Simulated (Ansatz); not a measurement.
BH₄NOTe (`NB(O)[TeH]`), relaxed with RKS PBE-D4/def2-SVP in Ansatz from a rough embedded geometry. The force threshold is 0.03 eV/Å; the program also tests the step.

Total charge 0; spin multiplicity 1. Te: def2 effective core potential.

Start:

```xyz
8

N    -0.463    1.181   -0.406
B     0.030   -0.187   -0.251
O    -0.289   -1.153   -1.261
Te    1.215   -0.814    1.438
H    -1.067    1.422    0.480
H     0.342    1.880   -0.352
H     0.469   -1.104   -1.961
H    -0.238   -1.224    2.313
```

| step | energy (eV) | largest force (eV/Å) | largest move (Å) |
| --- | --- | --- | --- |
| 1 | -11564.0929 | 2.560 | 0.000 |
| 2 | -11564.4518 | 1.396 | 0.145 |
| 3 | -11564.6221 | 1.397 | 0.195 |
| 4 | -11564.8163 | 2.004 | 0.195 |
| 5 | -11565.2137 | 1.069 | 0.200 |
| 6 | -11565.4743 | 0.761 | 0.200 |
| 7 | -11565.6803 | 0.624 | 0.200 |
| 8 | -11565.8458 | 0.609 | 0.200 |
| 9 | -11565.9310 | 0.575 | 0.199 |
| 10 | -11566.0044 | 0.303 | 0.200 |
| 11 | -11566.0387 | 0.352 | 0.200 |
| 12 | -11566.0473 | 0.173 | 0.192 |
| 13 | -11566.0485 | 0.169 | 0.070 |
| 14 | -11566.0510 | 0.012 | 0.026 |

End:

```xyz
8

N    -0.419    0.917   -0.127
B     0.112   -0.388   -0.231
O     0.167   -1.128   -1.387
Te    0.958   -1.444    1.518
H    -0.817    1.428   -0.917
H    -0.445    1.438    0.746
H    -0.205   -0.666   -2.160
H     0.648   -0.157    2.558
```

Hardware: 2 threads of an AMD EPYC 7R43 on a shared host. Wall time 22 s, peak host memory 0.15 GiB.
